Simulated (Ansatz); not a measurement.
Stepwise reaction of `Cl[SiH2]I` with hydrogen chloride, as a gas-phase model of exchange steps in deposition or etching. ΔE in kJ/mol; ΔG adds harmonic PBE0-D4 terms to CCSD(T)/CBS, at 1 bar.

Computed with Ansatz on PBE0-D4/def2-TZVP structures; ΔE is electronic, products minus reactants. CCSD(T)/CBS is the MP2 limit (def2-TZVPP, def2-QZVPP) plus CCSD(T) − MP2 in def2-TZVPP, frozen cores. This one scheme is used for every species. Functionals use def2-TZVPP. B3LYP here is the variant with VWN-RPA as its local correlation; programs differ in this. def2 core potentials past Kr. For I outer-core shells are correlated without core-valence functions, which leaves a few kJ/mol of doubt a bond.

```
step                                 reaction  PBE-D4  B3LYP-D4  ωB97M-V  CCSD(T)/CBS  ΔG(400 K)
   1  `Cl[SiH2]I` + HCl → `Cl[SiH](Cl)I` + H₂   -77.8     -75.2    -76.1        -75.4      -70.6
```

Give the row of step 2, `Cl[SiH](Cl)I` + HCl → `Cl[Si](Cl)(Cl)I` + H₂. (Best estimate.)

Computed: 
```json
{"step": "2", "reaction": "`Cl[SiH](Cl)I` + HCl → `Cl[Si](Cl)(Cl)I` + H₂", "PBE-D4": "-72.7", "B3LYP-D4": "-70.5", "ωB97M-V": "-71.4", "CCSD(T)/CBS": "-69.8", "ΔG(400 K)": "-61.3"}
```

By hand: ΔE of the 2 steps together at CCSD(T)/CBS.

(-75.4) + (-69.8) = -145.2 kJ/mol, or -72.6 kJ/mol a step.

In ΔE each step is higher than the one before. All are downhill at CCSD(T)/CBS. ΔG lies between -70.6 and -61.3 kJ/mol a step. PBE-D4 differs from CCSD(T)/CBS by -2.9 to -2.4 kJ/mol a step. Isolated molecules leave out the surface, adducts and barriers. Largest T1 diagnostic: 0.009.
